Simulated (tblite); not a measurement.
C₃H₅P₂Si (charge -1).
Bonds: Si1–C2, C2–C3 (aromatic), C3–P4 (aromatic), P4–C5 (aromatic), C5–P6 (aromatic), C2–P6 (aromatic). Hydrogens: H7, H8, H9 on Si1; H10 on C3; H11 on C5.
Bond orders are those of one Lewis drawing.

Computed with GFN2-xTB (tblite), gas phase: L-BFGS steps from a force-field or distance-geometry start until the largest atomic force falls under 0.01 eV/Å.

Step 19: E = -433.1179 eV
```
atom  x, y, z in Å  |  force x, y, z in eV/Å
Si1    -1.9597    0.1201   -0.0765    0.053  -0.019   0.011
C2     -0.1048    0.0423   -0.0341    0.022   0.038  -0.031
C3      0.6293   -0.8853    0.6720   -0.012  -0.015   0.012
P4      2.3654   -0.8101    0.5995   -0.027   0.046  -0.037
C5      2.3560    0.5629   -0.4558    0.018  -0.007   0.006
P6      0.8381    1.2184   -0.9463    0.092   0.025  -0.019
H7     -2.5389   -0.9558    0.7502   -0.029   0.011  -0.007
H8     -2.5160   -0.0318   -1.4338   -0.033  -0.020   0.013
H9     -2.4982    1.3948    0.4333   -0.035  -0.016   0.018
H10     0.1476   -1.6541    1.2663   -0.021  -0.029   0.024
H11     3.2865    1.0012   -0.8007   -0.028  -0.015   0.011
```

Step 20: E = -433.1186 eV
```
atom  x, y, z in Å  |  force x, y, z in eV/Å
Si1    -1.9571    0.1206   -0.0769    0.023  -0.025   0.014
C2     -0.1028    0.0462   -0.0371    0.016   0.032  -0.026
C3      0.6269   -0.8838    0.6708   -0.003  -0.008   0.007
P4      2.3632   -0.8129    0.6016   -0.021   0.081  -0.063
C5      2.3580    0.5612   -0.4544    0.023  -0.002   0.001
P6      0.8428    1.2211   -0.9483    0.095  -0.005   0.003
H7     -2.5312   -0.9570    0.7511   -0.029   0.007  -0.004
H8     -2.5206   -0.0337   -1.4304   -0.029  -0.021  -0.001
H9     -2.5028    1.3909    0.4342   -0.031  -0.002   0.023
H10     0.1411   -1.6512    1.2643   -0.013  -0.019   0.016
H11     3.2879    1.0014   -0.8010   -0.032  -0.040   0.031
```

Step 21: E = -433.1193 eV
```
atom  x, y, z in Å  |  force x, y, z in eV/Å
Si1    -1.9543    0.1207   -0.0771   -0.011  -0.017   0.009
C2     -0.1005    0.0503   -0.0404    0.007   0.018  -0.014
C3      0.6243   -0.8825    0.6698    0.004   0.006  -0.003
P4      2.3609   -0.8144    0.6027   -0.007   0.072  -0.056
C5      2.3605    0.5596   -0.4531    0.021   0.004  -0.004
P6      0.8489    1.2238   -0.9502    0.060  -0.019   0.014
H7     -2.5243   -0.9582    0.7520   -0.026   0.004  -0.001
H8     -2.5256   -0.0359   -1.4271   -0.021  -0.020  -0.006
H9     -2.5079    1.3872    0.4356   -0.022   0.003   0.023
H10     0.1346   -1.6488    1.2627    0.003   0.000   0.000
H11     3.2890    1.0009   -0.8008   -0.007  -0.050   0.039
```

Step 22: E = -433.1197 eV
```
atom  x, y, z in Å  |  force x, y, z in eV/Å
Si1    -1.9530    0.1206   -0.0770   -0.028  -0.004   0.002
C2     -0.0991    0.0529   -0.0425   -0.003   0.007  -0.005
C3      0.6229   -0.8816    0.6691    0.007   0.016  -0.011
P4      2.3595   -0.8142    0.6025    0.005   0.032  -0.025
C5      2.3623    0.5589   -0.4525    0.013   0.008  -0.007
P6      0.8532    1.2250   -0.9511    0.013  -0.011   0.008
H7     -2.5209   -0.9588    0.7525   -0.023   0.001   0.000
H8     -2.5288   -0.0375   -1.4255   -0.014  -0.019  -0.003
H9     -2.5112    1.3851    0.4368   -0.014  -0.002   0.020
H10     0.1309   -1.6475    1.2617    0.015   0.015  -0.011
H11     3.2897    0.9998   -0.8000    0.029  -0.042   0.033
```

Task: Estimate the geometry and energy of step 23. (The exact step hangs on the optimiser's Hessian estimate; all steps are aligned on step 22, rigid shifts and turns removed.)

Result: E = -433.1199 eV, largest force 0.064 eV/Å
```
atom  x, y, z in Å  |  force x, y, z in eV/Å
Si1    -1.9530    0.1204   -0.0770   -0.028   0.004  -0.002
C2     -0.0986    0.0542   -0.0434   -0.010   0.001  -0.001
C3      0.6224   -0.8809    0.6686    0.007   0.020  -0.014
P4      2.3590   -0.8134    0.6018    0.010  -0.004   0.003
C5      2.3633    0.5588   -0.4524    0.006   0.009  -0.008
P6      0.8555    1.2254   -0.9514   -0.017   0.004  -0.004
H7     -2.5200   -0.9592    0.7528   -0.021  -0.001   0.001
H8     -2.5305   -0.0387   -1.4249   -0.010  -0.018   0.000
H9     -2.5129    1.3843    0.4378   -0.010  -0.006   0.017
H10     0.1296   -1.6466    1.2612    0.021   0.020  -0.015
H11     3.2906    0.9985   -0.7990    0.052  -0.029   0.023
```

The energy changes by -0.0002 eV. The first-order estimate −F·Δx gives -0.0003 eV and the mean of the old and new forces, exact on a quadratic surface, -0.0002 eV. The step makes an angle of 57° with the force vector and moves no atom by more than 0.002 Å.

The cost below is that of the whole relaxation. The run took 0.18 s of wall time on one thread of an Arm Neoverse V1, shared host.
